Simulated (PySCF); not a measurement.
## Correlation energy of Au (gold, neutral)

[Xe] 4f14 5d9 6s1 6p1, one real determinant (an excited configuration). Calculation: PySCF 2.14, in def2-TZVPPD with the def2 core potential (60 electrons) (6s5p3d2f1g, 59 functions); a scalar-relativistic core potential. Frozen: nothing; 19 electrons correlated.

```tsv
level	correlation energy (mhartree)
CCSD	-506.16
(T)	-15.32
CCSD(T)	-521.48
```

Diagnostics: T1 = 0.011, D1 = 0.0467, largest double amplitude 0.040.

The real determinant used has ⟨L²⟩ near 8 against 12 for a pure F term, so it mixes terms. Spin-orbit coupling, absent here, splits the open shell strongly.

Cost of the coupled-cluster step: roughly 22 core-seconds, for 19 correlated electrons.

Iterations:

```
CC2 = 0
CCSD nocc = (np.int64(11), np.int64(8)), nmo = (59, 59)
frozen orbitals [[], []]
max_cycle = 100
direct = 0
conv_tol = 1e-08
conv_tol_normt = 1e-06
diis_space = 8
diis_start_cycle = 0
Init t2, MP2 energy = -0.5255019343884
Init E_corr(UCCSD) = -0.525501934388503
cycle = 1  E_corr(UCCSD) = -0.493846038778781  dE = 0.0316558956  norm(t1,t2) = 0.0698581
cycle = 2  E_corr(UCCSD) = -0.505829045799022  dE = -0.011983007  norm(t1,t2) = 0.0200744
cycle = 3  E_corr(UCCSD) = -0.505037010257878  dE = 0.000792035541  norm(t1,t2) = 0.010775
cycle = 4  E_corr(UCCSD) = -0.506050547527838  dE = -0.00101353727  norm(t1,t2) = 0.00638784
cycle = 5  E_corr(UCCSD) = -0.506210723910584  dE = -0.000160176383  norm(t1,t2) = 0.00317542
cycle = 6  E_corr(UCCSD) = -0.506079156218658  dE = 0.000131567692  norm(t1,t2) = 0.00179784
cycle = 7  E_corr(UCCSD) = -0.506193218406419  dE = -0.000114062188  norm(t1,t2) = 0.00109975
cycle = 8  E_corr(UCCSD) = -0.506173583203986  dE = 1.96352024e-05  norm(t1,t2) = 0.00044249
cycle = 9  E_corr(UCCSD) = -0.50615972442936  dE = 1.38587746e-05  norm(t1,t2) = 8.60319e-05
cycle = 10  E_corr(UCCSD) = -0.506163327275586  dE = -3.60284623e-06  norm(t1,t2) = 2.44288e-05
cycle = 11  E_corr(UCCSD) = -0.506163402794711  dE = -7.55191251e-08  norm(t1,t2) = 8.37733e-06
cycle = 12  E_corr(UCCSD) = -0.506163358337075  dE = 4.44576364e-08  norm(t1,t2) = 1.86772e-06
cycle = 13  E_corr(UCCSD) = -0.506163332248809  dE = 2.60882659e-08  norm(t1,t2) = 6.42965e-07
cycle = 14  E_corr(UCCSD) = -0.506163317200871  dE = 1.50479379e-08  norm(t1,t2) = 2.69414e-07
cycle = 15  E_corr(UCCSD) = -0.506163318349953  dE = -1.14908127e-09  norm(t1,t2) = 1.05838e-07
UCCSD converged
E(UCCSD) = -135.1184669603843  E_corr = -0.5061633183499525
UCCSD(T) correction = -0.0153219230253593
```

The reference is one real determinant that mixes LS terms of this configuration.

The basis has no tight functions for the innermost shells, so their pair energies are far from complete.

This basis was not built for core-valence correlation, so the inner-shell part is incomplete.
